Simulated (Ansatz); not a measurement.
Computed with Ansatz on PBE0-D4/def2-TZVP structures; ΔE is electronic, products minus reactants. CBS: MP2 limit from def2 TZ/QZ plus the TZ coupled-cluster correction, frozen cores. This one scheme is used for every species. DFT in def2-TZVPP. B3LYP here is the variant with VWN-RPA as its local correlation; programs differ in this. One conformer a species, not always the lowest.

`F[BH][AlH2]` + `C=N` → `C=NBF` + `[AlH3]`  (cleavage of the B–Al bond)

```tsv
level	ΔE (kJ/mol)	difference from CCSD(T)/CBS
revPBE-D4	-132.2	-3.6
BLYP-D4	-141.5	-12.9
B97M-V	-153.7	-25.1
B3LYP-D4	-141.8	-13.2
BHLYP-D4	-141.5	-12.9
revPBE	-127.2	1.4
BLYP	-139.1	-10.5
RPA@PBE/def2-TZVPP	-118.6	10.0
CCSD/def2-SVP	-144.2	-15.6
HF/CBS(def2)	-133.9	-5.3
CCSD(T)/CBS	-128.6	0
```

Largest T1 diagnostic among the species: 0.014.

Leaving LDA and LC-ωPBE aside and taking each functional with its dispersion term where it has one, the values, not all of them listed here, spread over 22.9 kJ/mol, from B97M-V to ωB97X-V. LDA lies −20.0 kJ/mol from PBE without D4. At CCSD(T), def2-SVP lies −16.8 kJ/mol from the extrapolated value and def2-TZVPP +0.4 kJ/mol.
